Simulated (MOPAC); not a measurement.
A run for MOPAC: PM3 on C4H8O (a complex).

```
PM3 1SCF PRECISE CHARGE=0 THREADS=1
C4H8O

C     -1.46575172 1    -0.15330927 1     0.90155370 1
O     -0.45282755 1    -0.35188235 1     0.45449723 1
C      0.08141991 1     1.33975611 1     4.01076423 1
C      0.71704592 1    -0.04503129 1     3.92164698 1
C     -0.23969216 1    -1.16036814 1     4.33427042 1
H      0.77889633 1     2.12250992 1     3.70659903 1
H     -0.80062482 1     1.41007017 1     3.36913511 1
H     -0.24086081 1     1.55763461 1     5.03204310 1
H      1.60873896 1    -0.07767638 1     4.55461206 1
H      1.06578444 1    -0.22201973 1     2.90019720 1
H      0.23102120 1    -2.14237102 1     4.25817874 1
H     -0.57281498 1    -1.02845457 1     5.36672841 1
H     -1.13181437 1    -1.16740726 1     3.70283975 1
```

Program output:

```
*******************************************************************************
 **                                                                           **
 **                              MOPAC v23.2.5                                **
 **                                                                           **
 *******************************************************************************
 ** MOPAC's Digital Object Identifier: https://doi.org/10.5281/zenodo.6511958 **
 **                                                                           **
 ** Please cite the open-source release paper for use of this MOPAC version:  **
 ** J. E. Moussa and J. J. P. Stewart (2026)                                  **
 ** MOPAC: An open-source semiempirical molecular orbital program             **
 ** J. Open Source Softw., 11(119), 8025, https://doi.org/10.21105/joss.08025 **
 *******************************************************************************

                              PM3 CALCULATION RESULTS

 *******************************************************************************
 *  PM3        - The PM3 Hamiltonian to be used
 *
 *
 *
 *                 CHARGE ON SYSTEM = 0
 *
 *
 *
 *  PRECISE    - TIGHTER CRITERIA TO BE USED
 *  1SCF       - DO 1 SCF AND THEN STOP
 *  THREADS=1  - MULTI-THREADING NOT USED
 *  T=         - A TIME OF 172800.0 SECONDS REQUESTED
 *  DUMP=N     - RESTART FILE WRITTEN EVERY 7200.0 SECONDS REQUESTED
 *******************************************************************************
PM3 1SCF PRECISE CHARGE=0 THREADS=1
 C4H8O

   ATOM   CHEMICAL          X               Y               Z
  NUMBER   SYMBOL      (ANGSTROMS)     (ANGSTROMS)     (ANGSTROMS)

     1       C         -1.46575172  *  -0.15330927  *   0.90155370  *
     2       O         -0.45282755  *  -0.35188235  *   0.45449723  *
     3       C          0.08141991  *   1.33975611  *   4.01076423  *
     4       C          0.71704592  *  -0.04503129  *   3.92164698  *
     5       C         -0.23969216  *  -1.16036814  *   4.33427042  *
     6       H          0.77889633  *   2.12250992  *   3.70659903  *
     7       H         -0.80062482  *   1.41007017  *   3.36913511  *
     8       H         -0.24086081  *   1.55763461  *   5.03204310  *
     9       H          1.60873896  *  -0.07767638  *   4.55461206  *
    10       H          1.06578444  *  -0.22201973  *   2.90019720  *
    11       H          0.23102120  *  -2.14237102  *   4.25817874  *
    12       H         -0.57281498  *  -1.02845457  *   5.36672841  *
    13       H         -1.13181437  *  -1.16740726  *   3.70283975  *



          CARTESIAN COORDINATES

    NO.       ATOM           X           Y           Z

     1         C         -1.4658     -0.1533      0.9016
     2         O         -0.4528     -0.3519      0.4545
     3         C          0.0814      1.3398      4.0108
     4         C          0.7170     -0.0450      3.9216
     5         C         -0.2397     -1.1604      4.3343
     6         H          0.7789      2.1225      3.7066
     7         H         -0.8006      1.4101      3.3691
     8         H         -0.2409      1.5576      5.0320
     9         H          1.6087     -0.0777      4.5546
    10         H          1.0658     -0.2220      2.9002
    11         H          0.2310     -2.1424      4.2582
    12         H         -0.5728     -1.0285      5.3667
    13         H         -1.1318     -1.1674      3.7028

  H: (PM3): J. J. P. STEWART, J. COMP. CHEM. 10, 209 (1989).
  C: (PM3): J. J. P. STEWART, J. COMP. CHEM. 10, 209 (1989).
  O: (PM3): J. J. P. STEWART, J. COMP. CHEM. 10, 209 (1989).

           Empirical Formula: C4 H8 O  =    13 atoms



      MOLECULAR POINT GROUP   :   Cs


      RHF CALCULATION, NO. OF DOUBLY OCCUPIED LEVELS = 15


 -------------------------------------------------------------------------------
 PM3 1SCF PRECISE CHARGE=0 THREADS=1
 C4H8O



     1SCF WAS SPECIFIED, SO BFGS WAS NOT USED
     SCF FIELD WAS ACHIEVED


                              PM3 CALCULATION
                                                       MOPAC v23.2.5 Linux




          FINAL HEAT OF FORMATION =        -42.76648 KCAL/MOL =    -178.93496 KJ/MOL


          COSMO AREA              =        135.18 SQUARE ANGSTROMS
          COSMO VOLUME            =        122.20 CUBIC ANGSTROMS

          IONIZATION POTENTIAL    =         11.628965 EV
          HOMO LUMO ENERGIES (EV) =        -11.629  1.072
          NO. OF FILLED LEVELS    =         15
          MOLECULAR WEIGHT        =         72.1066         POINT GROUP:  Cs

          MOLECULAR DIMENSIONS (Angstroms)

            Atom       Atom       Distance
            H     8    O     2     4.96438
            H    11    H     6     4.17840
            C     1    H     9     3.06517


          SCF CALCULATIONS        =          1





   ATOM   CHEMICAL          X               Y               Z
  NUMBER   SYMBOL      (ANGSTROMS)     (ANGSTROMS)     (ANGSTROMS)

     1       C         -1.46575172  *  -0.15330927  *   0.90155370  *
     2       O         -0.45282755  *  -0.35188235  *   0.45449723  *
     3       C          0.08141991  *   1.33975611  *   4.01076423  *
     4       C          0.71704592  *  -0.04503129  *   3.92164698  *
     5       C         -0.23969216  *  -1.16036814  *   4.33427042  *
     6       H          0.77889633  *   2.12250992  *   3.70659903  *
     7       H         -0.80062482  *   1.41007017  *   3.36913511  *
     8       H         -0.24086081  *   1.55763461  *   5.03204310  *
     9       H          1.60873896  *  -0.07767638  *   4.55461206  *
    10       H          1.06578444  *  -0.22201973  *   2.90019720  *
    11       H          0.23102120  *  -2.14237102  *   4.25817874  *
    12       H         -0.57281498  *  -1.02845457  *   5.36672841  *
    13       H         -1.13181437  *  -1.16740726  *   3.70283975  *

                             CARTESIAN COORDINATES

   1    C       -1.465751720    -0.153309270     0.901553700
   2    O       -0.452827550    -0.351882350     0.454497230
   3    C        0.081419910     1.339756110     4.010764230
   4    C        0.717045920    -0.045031290     3.921646980
   5    C       -0.239692160    -1.160368140     4.334270420
   6    H        0.778896330     2.122509920     3.706599030
   7    H       -0.800624820     1.410070170     3.369135110
   8    H       -0.240860810     1.557634610     5.032043100
   9    H        1.608738960    -0.077676380     4.554612060
  10    H        1.065784440    -0.222019730     2.900197200
  11    H        0.231021200    -2.142371020     4.258178740
  12    H       -0.572814980    -1.028454570     5.366728410
  13    H       -1.131814370    -1.167407260     3.702839750


           Empirical Formula: C4 H8 O  =    13 atoms



      MOLECULAR POINT GROUP   :   Cs


                  EIGENVALUES
 -40.31716 -36.56106 -27.26457 -21.30118 -20.67387 -16.45702 -16.27648 -15.90290
 -15.39936 -14.24915 -13.20222 -13.02119 -12.53413 -12.27406 -11.62896   1.07201
   1.07253   3.60442   3.84792   4.01034   4.07211   4.40009   4.45054   4.49466
   4.94841   5.01007   5.01775   6.13538


              NET ATOMIC CHARGES AND DIPOLE CONTRIBUTIONS

  ATOM NO.   TYPE          CHARGE      No. of ELECS.   s-Pop       p-Pop
    1          C           0.154985        3.8450     1.83612     2.00890
    2          O          -0.153631        6.1536     1.81448     4.33915
    3          C          -0.111850        4.1119     1.13894     2.97291
    4          C          -0.098101        4.0981     1.15621     2.94189
    5          C          -0.111762        4.1118     1.13893     2.97283
    6          H           0.038055        0.9619     0.96194
    7          H           0.038283        0.9617     0.96172
    8          H           0.038866        0.9611     0.96113
    9          H           0.046565        0.9534     0.95343
   10          H           0.043518        0.9565     0.95648
   11          H           0.038065        0.9619     0.96194
   12          H           0.038868        0.9611     0.96113
   13          H           0.038138        0.9619     0.96186
 DIPOLE           X         Y         Z       TOTAL
 POINT-CHG.    -0.749     0.147     0.327     0.830
 HYBRID         0.960    -0.187    -0.410     1.060
 SUM            0.211    -0.040    -0.084     0.230


          ATOMIC ORBITAL ELECTRON POPULATIONS

     Atom    s        px        py        pz
    1  C   1.83612   0.85934   0.55004   0.59951
    2  O   1.81448   1.42325   1.46084   1.45506
    3  C   1.13894   1.00016   0.96071   1.01204
    4  C   1.15621   0.98251   0.94955   1.00984
    5  C   1.13893   0.98868   0.97574   1.00842
    6  H   0.96194
    7  H   0.96172
    8  H   0.96113
    9  H   0.95343
   10  H   0.95648
   11  H   0.96194
   12  H   0.96113
   13  H   0.96186

 **********************
 *                    *
 * JOB ENDED NORMALLY *
 *                    *
 **********************




 == MOPAC DONE ==
```

The run finished.

Cost: about 0.03 core-seconds (a rough figure).
